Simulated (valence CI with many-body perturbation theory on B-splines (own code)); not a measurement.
**Hg⁷⁵⁺: electric-dipole lines**

Computed by relativistic CI+MBPT: three valence electrons over a frozen Dirac-Fock core [He], a basis of 11 s, 11 p, 9 d, 7 f, 5 g, 2 h, 1 i functions for each j, with the one-electron correlation potential Σ1, the two-electron term Σ2, the three-electron term Σ3, Breit, model QED; selected CI, second order for the rest (own B-spline code, finite nucleus).

No measured spectrum was set against this ion. As an estimate, large intervals hold to a few tenths of a per cent, small ones and those within an open d or f shell to about a per cent.

Lines 101 to 150 of 295 in falling wavelength, among levels below 1209.0 Ry, chosen from the strongest by gf and those to the six lowest levels. Wavelengths and rates use the calculated energies. Electric multipoles are in the length gauge, E1 and E2 with the static RPA response of the core. Weak lines are less certain than strong ones. Lines between different terms over intervals too small for the method are left out, as are lines whose strength nearly cancels. The highest levels of a list are the least certain.

Levels are named by their leading jj configuration (3d3/2^4 stands for four electrons in 3d with j = 3/2), which in mixed levels can hold well under half, so a name can repeat and another be missing. Letters in brackets count levels of one name in rising energy.

| λ vac (nm) | Upper | Lower | A (s⁻¹) | S (a.u.) with core polarisation | S without |
| --- | --- | --- | --- | --- | --- |
| 0.5109 | (2p1/2 2p3/2 3p3/2) J=5/2 [b] | (2s 2p1/2 3p3/2) J=3/2 [b] | 7.82e+12 | 3.09e-03 | 3.09e-03 |
| 0.5109 | (2p1/2 2p3/2 3d3/2) J=5/2 [a] | (2s 2p1/2 3d3/2) J=3/2 [a] | 8.46e+12 | 3.34e-03 | 3.35e-03 |
| 0.5107 | (2s 2p3/2 3d5/2) J=5/2 [b] | (2s^2 3d5/2) J=5/2 | 2.01e+13 | 7.92e-03 | 7.93e-03 |
| 0.5105 | (2p1/2 2p3/2 3p1/2) J=3/2 [a] | (2s 2p1/2 3p1/2) J=1/2 [a] | 1.09e+13 | 2.87e-03 | 2.88e-03 |
| 0.5105 | (2s 2p3/2 3p3/2) J=3/2 [b] | (2s^2 3p3/2) J=3/2 | 2.51e+13 | 6.59e-03 | 6.60e-03 |
| 0.5102 | (2s 2p3/2 3s) J=3/2 [b] | (2s^2 3s) J=1/2 | 2.48e+13 | 6.49e-03 | 6.50e-03 |
| 0.5102 | (2s 2p3/2 3d3/2) J=1/2 [b] | (2s^2 3d3/2) J=3/2 | 2.67e+13 | 3.50e-03 | 3.50e-03 |
| 0.5099 | (2p1/2 2p3/2 3d5/2) J=5/2 [a] | (2s 2p1/2 3d5/2) J=5/2 [a] | 6.82e+12 | 2.68e-03 | 2.68e-03 |
| 0.5095 | (2s 2p3/2 3d5/2) J=3/2 [b] | (2s^2 3d5/2) J=5/2 | 1.88e+13 | 4.90e-03 | 4.91e-03 |
| 0.5094 | (2s 2p3/2 3p3/2) J=1/2 [b] | (2s^2 3p3/2) J=3/2 | 2.45e+13 | 3.19e-03 | 3.20e-03 |
| 0.5094 | (2p1/2 2p3/2 3s) J=3/2 [a] | (2s 2p1/2 3s) J=1/2 [a] | 1.52e+13 | 3.97e-03 | 3.98e-03 |
| 0.5078 | (2s 2p1/2 2p3/2) J=1/2 | (2s^2 2p1/2) J=1/2 | 2.77e+13 | 3.58e-03 | 3.58e-03 |
| 0.5074 | (2s 2p1/2 2p3/2) J=3/2 [b] | (2s^2 2p1/2) J=1/2 | 2.57e+13 | 6.63e-03 | 6.64e-03 |
| 0.5069 | (2p1/2 2p3/2^2) J=3/2 | (2s 2p1/2 2p3/2) J=5/2 | 2.16e+12 | 5.55e-04 | 5.56e-04 |
| 0.5061 | (2p1/2 2p3/2^2) J=1/2 | (2s 2p1/2 2p3/2) J=3/2 [b] | 2.81e+13 | 3.60e-03 | 3.60e-03 |
| 0.5057 | (2p1/2 2p3/2^2) J=1/2 | (2s 2p1/2 2p3/2) J=1/2 | 1.34e+13 | 1.71e-03 | 1.71e-03 |
| 0.5054 | (2p1/2^2 2p3/2) J=3/2 | (2s 2p1/2^2) J=1/2 | 1.92e+13 | 4.90e-03 | 4.91e-03 |
| 0.5046 | (2s 2p3/2^2) J=1/2 | (2s^2 2p3/2) J=3/2 | 2.15e+13 | 2.73e-03 | 2.73e-03 |
| 0.5045 | (2s 2p3/2^2) J=3/2 | (2s^2 2p3/2) J=3/2 | 4.04e+13 | 1.03e-02 | 1.03e-02 |
| 0.5022 | (2p1/2 2p3/2^2) J=5/2 | (2s 2p1/2 2p3/2) J=5/2 | 1.86e+13 | 6.99e-03 | 7.00e-03 |
| 0.4983 | (2p1/2 2p3/2^2) J=3/2 | (2s 2p1/2 2p3/2) J=3/2 [a] | 2.00e+13 | 4.89e-03 | 4.90e-03 |
| 0.4938 | (2p1/2 2p3/2^2) J=5/2 | (2s 2p1/2 2p3/2) J=3/2 [a] | 4.07e+11 | 1.45e-04 | 1.45e-04 |
| 0.4924 | (2p3/2^3) J=3/2 | (2s 2p3/2^2) J=5/2 | 1.10e+13 | 2.60e-03 | 2.60e-03 |
| 0.4813 | (2p1/2 2p3/2^2) J=1/2 | (2s 2p1/2 2p3/2) J=3/2 [a] | 3.62e+11 | 3.99e-05 | 3.99e-05 |
| 0.1175 | (2s 2p1/2 3s) J=1/2 [a] | (2s 2p1/2 2p3/2) J=1/2 | 1.52e+13 | 2.43e-05 | 2.43e-05 |
| 0.1173 | (2s^2 3p1/2) J=1/2 | (2s 2p1/2 2p3/2) J=3/2 [a] | 2.73e+12 | 4.35e-06 | 4.35e-06 |
| 0.1171 | (2s 2p1/2 3s) J=3/2 | (2s 2p1/2 2p3/2) J=1/2 | 8.98e+12 | 2.85e-05 | 2.85e-05 |
| 0.1168 | (2p1/2 2p3/2 3s) J=5/2 | (2p1/2 2p3/2^2) J=5/2 | 1.65e+14 | 7.77e-04 | 7.76e-04 |
| 0.1168 | (2s 2p1/2 3s) J=1/2 [b] | (2s 2p1/2 2p3/2) J=1/2 | 1.31e+14 | 2.06e-04 | 2.06e-04 |
| 0.1167 | (2p1/2 2p3/2 3s) J=3/2 [b] | (2p1/2 2p3/2^2) J=5/2 | 2.44e+14 | 7.66e-04 | 7.65e-04 |
| 0.1162 | (2s 2p1/2 3s) J=3/2 | (2s 2p1/2 2p3/2) J=5/2 | 2.67e+14 | 8.29e-04 | 8.28e-04 |
| 0.1162 | (2s 2p3/2 3s) J=5/2 | (2s 2p3/2^2) J=5/2 | 1.69e+14 | 7.84e-04 | 7.84e-04 |
| 0.1161 | (2s 2p1/2 3s) J=1/2 [a] | (2s 2p1/2 2p3/2) J=3/2 [a] | 3.07e+14 | 4.75e-04 | 4.74e-04 |
| 0.1160 | (2s^2 3s) J=1/2 | (2s^2 2p3/2) J=3/2 | 3.47e+14 | 5.35e-04 | 5.34e-04 |
| 0.1159 | (2s 2p3/2 3s) J=3/2 [a] | (2s 2p3/2^2) J=5/2 | 2.61e+14 | 8.03e-04 | 8.02e-04 |
| 0.1158 | (2s 2p1/2 3s) J=3/2 | (2s 2p1/2 2p3/2) J=3/2 [a] | 2.17e+13 | 6.64e-05 | 6.63e-05 |
| 0.1154 | (2s 2p1/2 3s) J=1/2 [b] | (2s 2p1/2 2p3/2) J=3/2 [a] | 4.57e+12 | 6.93e-06 | 6.92e-06 |
| 0.1120 | (2s 2p1/2 3p1/2) J=1/2 [b] | (2s^2 2p3/2) J=3/2 | 2.23e+12 | 3.10e-06 | 3.09e-06 |
| 0.1095 | (2s 2p1/2 3d3/2) J=3/2 [a] | (2s 2p1/2 2p3/2) J=1/2 | 1.25e+13 | 3.25e-05 | 3.25e-05 |
| 0.1091 | (2p1/2 2p3/2 3d3/2) J=5/2 [a] | (2p1/2 2p3/2^2) J=5/2 | 1.80e+14 | 6.92e-04 | 6.92e-04 |
| 0.1091 | (2p1/2^2 3d3/2) J=3/2 | (2p1/2^2 2p3/2) J=3/2 | 3.68e+14 | 9.44e-04 | 9.44e-04 |
| 0.1090 | (2s 2p1/2 3d3/2) J=3/2 [b] | (2s 2p1/2 2p3/2) J=1/2 | 4.25e+13 | 1.09e-04 | 1.09e-04 |
| 0.1089 | (2s 2p1/2 3d3/2) J=1/2 | (2s 2p1/2 2p3/2) J=1/2 | 1.92e+14 | 2.46e-04 | 2.46e-04 |
| 0.1089 | (2p1/2 2p3/2 3d3/2) J=3/2 [a] | (2p1/2 2p3/2^2) J=3/2 | 2.23e+14 | 5.68e-04 | 5.69e-04 |
| 0.1087 | (2p1/2 2p3/2 3d3/2) J=3/2 [b] | (2p1/2 2p3/2^2) J=5/2 | 3.04e+14 | 7.71e-04 | 7.72e-04 |
| 0.1087 | (2s 2p1/2 3d3/2) J=3/2 [a] | (2s 2p1/2 2p3/2) J=5/2 | 9.24e+12 | 2.34e-05 | 2.34e-05 |
| 0.1084 | (2s 2p1/2 3d3/2) J=5/2 | (2s 2p1/2 2p3/2) J=5/2 | 3.51e+14 | 1.32e-03 | 1.32e-03 |
| 0.1083 | (2s 2p1/2 3d3/2) J=3/2 [a] | (2s 2p1/2 2p3/2) J=3/2 [a] | 1.83e+14 | 4.58e-04 | 4.58e-04 |
| 0.1083 | (2s 2p3/2 3d3/2) J=5/2 [a] | (2s 2p3/2^2) J=5/2 | 1.96e+14 | 7.38e-04 | 7.39e-04 |
| 0.1082 | (2s 2p1/2 3d3/2) J=3/2 [b] | (2s 2p1/2 2p3/2) J=5/2 | 8.31e+13 | 2.08e-04 | 2.08e-04 |
